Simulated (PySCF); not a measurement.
H₃Cl₃F₂O₂Si₃, SMILES F[SiH](F)O[SiH2]O[Si](Cl)(Cl)Cl (PBE0/def2-SVP optimised geometry):

```
13

Si    -0.807     1.409    -0.118
F      0.447     2.409    -0.068
F     -1.499     1.608    -1.553
O     -0.269    -0.116     0.000
Si     0.274    -1.672     0.000
O     -0.265    -2.406     1.393
Si    -0.694    -2.158     2.941
Cl     0.726    -1.040     3.891
Cl    -2.474    -1.158     3.022
Cl    -0.884    -3.957     3.869
H     -1.757     1.744     0.949
H      1.757    -1.672     0.000
H     -0.310    -2.409    -1.144
```

Level of theory: PySCF with PBE0/def2-TZVP.

**Question.** What are the frontier orbital energies and the dipole moment?

**Answer.** HOMO-2 -9.69 eV, HOMO-1 -9.47 eV, HOMO -9.39 eV, LUMO -0.41 eV, LUMO+1 0.20 eV; dipole moment 1.05 D.

Meta-Löwdin charges at PBE0/def2-TZVP: Si1 1.51, F2 -0.49, F3 -0.50, O4 -0.84, Si5 1.11, O6 -0.83, Si7 1.16, Cl8 -0.26, Cl9 -0.27, Cl10 -0.25, H11 -0.12, H12 -0.11, H13 -0.11.
